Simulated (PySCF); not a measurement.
**Se: excitation energy**

Se [Ar] 3d10 4s2 4p4 (3P) → Se [Ar] 3d10 4s1 4p5 (3P), as a difference of total energies. All numbers are calculated (PySCF 2.14, no relativity, point nucleus, in def2-TZVPPD (7s6p5d1f, 57 functions)). Correlated levels: valence and next inner shell: [Ne] frozen. The calculations carry no spin-orbit coupling.

| method | excitation energy (cm⁻¹) |
| --- | --- |
| UHF | 90096 |
| MP2 (valence and next inner shell) | 83848 |
| SCS-MP2 (valence and next inner shell) | 82788 |
| CCSD (valence and next inner shell) | 76870 |
| CCSD(T) (valence and next inner shell) | 71841 |

A first-order spin-orbit estimate (lowest level to lowest level, LS coupling) adds -0.012 eV.

The upper state lies above the first ionisation limit, where it may autoionise and the basis confines it.

The coupled-cluster amplitudes are large for the upper state (T1 above 0.03 or a double amplitude above 0.15), so a single reference is strained.
